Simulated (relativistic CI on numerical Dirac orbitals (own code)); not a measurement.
**Hyperfine structure of Se11+, mass number 79**

Computed by Dirac-Coulomb-Breit CI, KLI orbitals optimised for each configuration, a model potential for QED, unscaled Slater integrals (own radial code, finite nucleus).

Configurations in the expansion (outside the closed core [Ne]): 3s2 3p6 3d5, 3s2 3p5 3d6, 3s2 3p4 3d7, 3s 3p6 3d6, 3s2 3p6 3d4 4s, 3p6 3d7, 3s2 3p6 3d4 4p, 3s2 3p6 3d4 4d, 3s2 3p6 3d3 4s2, 3s 3p5 3d7, 3s2 3p6 3d3 4s 4p, 3s2 3p6 3d4 4f, 3s2 3p6 3d4 5s, 3s2 3p6 3d3 4p2, 3s2 3p6 3d3 4s 4d, 3s2 3p6 3d4 5p. Levels of other configurations are missing.

Nuclear spin I = 7/2, μ = -1.018 μN, Q = 0.8 b (tables of Stone and Pyykkö). The electronic factors are computed for point nuclear moments, without core polarisation or the Bohr-Weisskopf and QED corrections.

| Level | E (eV) | A (MHz) | B (MHz) |
| --- | --- | --- | --- |
| 3s2 3p6 3d5 4G_5/2 | 8.8871 | -745.6 | 661 |
| 3s2 3p6 3d5 4G_11/2 | 8.9884 | -622.9 | -6.29 |
| 3s2 3p6 3d5 4G_7/2 | 9.0073 | -634 | 438 |
| 3s2 3p6 3d5 4G_9/2 | 9.0497 | -594.2 | 358 |
| 3s2 3p6 3d5 4P_5/2 | 9.1282 | -341.8 | 1180 |
| 3s2 3p6 3d5 4P_3/2 | 9.2761 | -474 | 904 |
| 3s2 3p6 3d5 4P_1/2 | 9.4380 | 540.4 |  |
| 3s2 3p6 3d5 4D_7/2 | 10.6148 | -396.4 | 621 |

Levels with J = 0, under 50 % of one LS term, or S terms without an open s electron are left out. Small factors come from cancelling terms and can be off by tens of per cent or more.

At this charge energies of transitions that change n are usually good to better than 1 %, and those within a shell (Δn = 0) to a few per cent. Terms inside the open d or f shell come out 10 to 20 % too wide with unscaled integrals.

Task: Give the hyperfine levels of 3s2 3p6 3d5 4G_5/2 relative to its centre of gravity.

Result: With K = F(F + 1) − I(I + 1) − J(J + 1), E = AK/2 + B[¾K(K + 1) − I(I + 1)J(J + 1)]/[2I(2I − 1)J(2J − 1)]: F = 1: 8742, F = 2: 7062, F = 3: 4613, F = 4: 1479, F = 5: -2225, F = 6: -6359 MHz.

LS names give the leading component of a level, which can be under half, so a name can repeat, a term be missing and a line seem to break the LS rules.
